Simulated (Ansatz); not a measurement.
`N[AsH][GaH2]` + H₂O → `N[AsH]O` + `[GaH3]`  (formal hydrolysis of the As–Ga bond)

Program: Ansatz. Geometries: PBE0-D4/def2-TZVP. ΔE: electronic, gas phase. CCSD(T)/CBS is the MP2 limit (def2-TZVPP, def2-QZVPP) plus CCSD(T) − MP2 in def2-TZVPP, frozen cores. This one scheme is used for every species. DFT in def2-TZVPP. HSE06 is defined as in plane-wave codes. For As, Ga outer-core shells are correlated without core-valence functions, which leaves a few kJ/mol of doubt a bond. Scalar relativity is left out up to krypton. Each species was taken in one conformer, which may not be the lowest.

| level | ΔE (kJ/mol) |
| --- | --- |
| r2SCAN-D4 | 41.7 |
| B97M-V | 24.3 |
| HSE06-D4 | 50.5 |
| ωB97M-V | 35.7 |
| PBE | 44.2 |
| HF/def2-SVP | 30.6 |
| HF/def2-QZVPP | 25.2 |
| CCSD/CBS(def2) | 48.8 |

Task: What does CCSD(T)/CBS give? (Estimate.)

Result: Computed: +49.5 kJ/mol. The listed levels differ from it by -7.8, -25.2, 1.0, -13.8, -5.3, -18.9, -24.3, -0.7 kJ/mol.

Task: What do rigid-rotor, harmonic-oscillator terms from PBE0-D4/def2-TZVP frequencies (298.15 K, 1 bar) make of the CCSD(T)/CBS value? (Best estimate.)

Result: Ansatz gave: ΔZPE = -4.5 kJ/mol, ΔH = +41.3 kJ/mol, ΔS = -16 J/(mol·K), ΔG = +46.2 kJ/mol.

Largest T1 diagnostic among the species: 0.013.

Leaving LDA and LC-ωPBE aside and taking each functional with its dispersion term where it has one, the values spread over 26.2 kJ/mol, from B97M-V to HSE06-D4. The D4 term adds +5.1 kJ/mol with B3LYP and +2.9 kJ/mol with PBE0; it sums over pairs of atoms, weighted by their polarisabilities, and B3LYP, whose exchange is more repulsive, gets the larger term. At CCSD(T), def2-SVP lies −12.6 kJ/mol from the extrapolated value and def2-TZVPP −7.0 kJ/mol.

CCSD(T)/CBS has its own doubt, a few kJ/mol and more with outer-core shells, so smaller differences from it don't rank the levels.

B3LYP here is the variant with VWN-RPA as its local correlation; programs differ in this.
